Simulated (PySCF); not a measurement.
Excitation energy of W by level of theory

W [Xe] 4f14 5d4 6s2 (5D) → W [Xe] 4f14 5d3 6s2 7s1 (5F), as a difference of total energies. All numbers are calculated (PySCF 2.14, the spin-free X2C one-electron Hamiltonian (Gaussian nucleus), in x2c-TZVPPall with one added diffuse shell each of s, p, d, f type (12s8p8d4f1g, 113 functions)). Correlated levels: valence: [Xe] 4f14 frozen. The calculations carry no spin-orbit coupling.

```tsv
method	excitation energy (eV)
UHF	6.032
LDA	7.015
PBE	6.760
PBE0	6.725
r2SCAN	6.840
MP2 (valence)	6.511
SCS-MP2 (valence)	6.196
```

Question: How much does correlation contribute at MP2 (valence)?

Answer: 6.511 − (6.032) = 0.479 eV, measured against UHF.

A first-order spin-orbit estimate (lowest level to lowest level, LS coupling) adds -0.223 eV.

The promoted electron is Rydberg-like, and one or two diffuse shells describe it only roughly, which tends to raise the upper state.
